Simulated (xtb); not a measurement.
H₄HfS, SMILES [SH][HfH3], multiplicity 1. All values are semi-empirical tight-binding results from xtb (GFN2-xTB unless named), good for trends rather than for accurate numbers. Geometry optimised at GFN2-xTB. The spin state was assumed, not searched.

Optimised geometry:

```xyz
6

Hf    -0.4259    -0.1526    -0.0863
H     -0.8651    -1.1445     1.4318
H     -1.5337     1.3120    -0.3705
H     -0.2542    -1.2504    -1.5824
S      1.9221     0.7757     0.3770
H      2.5621    -0.3392     0.7000
```
Charge 0, spin multiplicity 1.

For metal compounds this method's bond lengths and energies can be far off.

```json
{
 "orbital_gap": "2.75 eV",
 "zero_point_energy": "13.6 kcal/mol",
 "G − E(el) at 298.15 K (modified RRHO)": "-5.2 kcal/mol"
}
```

Computed atomic charges and the Wiberg bond orders between heavy atoms:
charges (e) Hf1 1.05, H2 -0.22, H3 -0.21, H4 -0.22, S5 -0.57, H6 0.16. Bond orders Hf1–S5 0.75.
